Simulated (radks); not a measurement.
The numbers below are computed, except where a source is named.
Species: Ga2+. Configuration: [Ar] 3d10 4p1 (not the ground configuration). Level of theory: Dirac Kohn-Sham, PBE, spin-unpolarised, spherical densities, finite nucleus; open shells fill j = l - 1/2 first; Fermi nuclear charge, rms radius 3.9973 fm (a radial shooting solver on a logarithmic mesh with Libxc functionals).

Radial electron density D(r) = 4 pi r^2 rho(r):

```
   r/bohr * D(r) (the largest magnitude, 43.3, reaches the edge; | marks zero)
 0.004182 |    *
 0.005489 |       *
 0.007147 |           *
 0.009382 |                *
  0.01231 |                        *
  0.01616 |                                *
  0.02122 |                                        *
  0.02785 |                                              *
  0.03655 |                                               *
  0.04798 |                                            *
  0.06298 |                                       *
  0.08266 |                                       *
   0.1085 |                                              *
   0.1413 |                                                      *
   0.1854 |                                                   *
   0.2434 |                                     *
   0.3195 |                          *
   0.4194 |                             *
   0.5505 |                                 *
   0.7225 |                           *
   0.9484 |              *
    1.245 |     *
    1.634 | *
    2.128 |*
    2.793 |*
    3.666 *
    4.811 *
    6.315 *
```

D(r) has 3 maxima, at r = 0.0340, 0.153, 0.546 bohr, and minima at 0.0721, 0.341 bohr, inside which lie 2.09, 10.91 electrons.
